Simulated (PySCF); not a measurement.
A calculated (M06-2X, PySCF 2.14, jorge-DZP-DKH, scalar relativity by spin-free X2C-1e) atom or ion has these occupied shells.

| shell | electrons | orbital energy (eV) | rms radius, mean of both spins (bohr) |
| --- | --- | --- | --- |
| 1s β | 1 | -6528.1 | 0.0704 |
| 1s α | 1 | -6528.0 | 0.0704 |
| 2s α | 1 | -789.58 | 0.303 |
| 2s β | 1 | -787.14 | 0.303 |
| 2p α | 3 | -673.75 | 0.273 |
| 2p β | 3 | -671.71 | 0.273 |
| 3s α | 1 | -115.11 | 0.920 |
| 3s β | 1 | -108.55 | 0.920 |
| 3p α | 3 | -82.528 | 0.987 |
| 3p β | 3 | -74.403 | 0.987 |
| 3d α | 5 | -29.494 | 1.22 |

(1) Name the element and its charge.

Results:

(1) Mn(2+) (manganese, charge +2), in [Ar] 3d5, high-spin 6S determinant.
